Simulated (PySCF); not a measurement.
# Dipole response of Sm (samarium, neutral)

[Xe] 4f6 6s2, high-spin 7F determinant. Calculation: PySCF 2.14, in ANO-RCC-VTZP; the spin-free X2C one-electron Hamiltonian (Gaussian nucleus). Coupled (time-dependent) response in atomic units; α is the mean over directions. The basis has no added diffuse functions, which lowers α and C₆.

```csv
method,mean α (bohr³),"α xx, yy, zz",C₆ (like pair),S(−4)
B97-3,165.3,"167.2, 167.2, 161.5",2699,11220
```

S(−4) is the Cauchy moment in α(ω) = α(0) + S(−4) ω² + …

Reference α: 192 ± 20 bohr³ (recommended; Schwerdtfeger and Nagle, table of static dipole polarizabilities (2023 update)). Published C₆: 3130 (Gould and Bucko (2016)).

Spin-orbit coupling is absent.

α(iu) at B97-3:

```json
{"u (hartree)": "0", "α(iu) (bohr³)": "165.3"}
{"u (hartree)": "0.0500", "α(iu) (bohr³)": "141.7"}
{"u (hartree)": "0.100", "α(iu) (bohr³)": "101.0"}
{"u (hartree)": "0.200", "α(iu) (bohr³)": "50.07"}
{"u (hartree)": "0.300", "α(iu) (bohr³)": "29.55"}
{"u (hartree)": "0.500", "α(iu) (bohr³)": "15.15"}
{"u (hartree)": "0.750", "α(iu) (bohr³)": "9.177"}
{"u (hartree)": "1.00", "α(iu) (bohr³)": "6.461"}
{"u (hartree)": "1.50", "α(iu) (bohr³)": "3.880"}
{"u (hartree)": "2.00", "α(iu) (bohr³)": "2.655"}
{"u (hartree)": "3.00", "α(iu) (bohr³)": "1.510"}
{"u (hartree)": "5.00", "α(iu) (bohr³)": "0.7037"}
```

A single London oscillator, α(iu) = α/(1 + u²/ω²), gives C₆ = (3/4) ω α². Matching the computed C₆ needs ω = 4 × 2699 / (3 × 165.3²) = 0.132 hartree.

The components differ because the open shell of this determinant is not spherical; for a pure term their mean is the scalar polarisability.

Spin-orbit coupling, absent here, splits the open shell strongly.
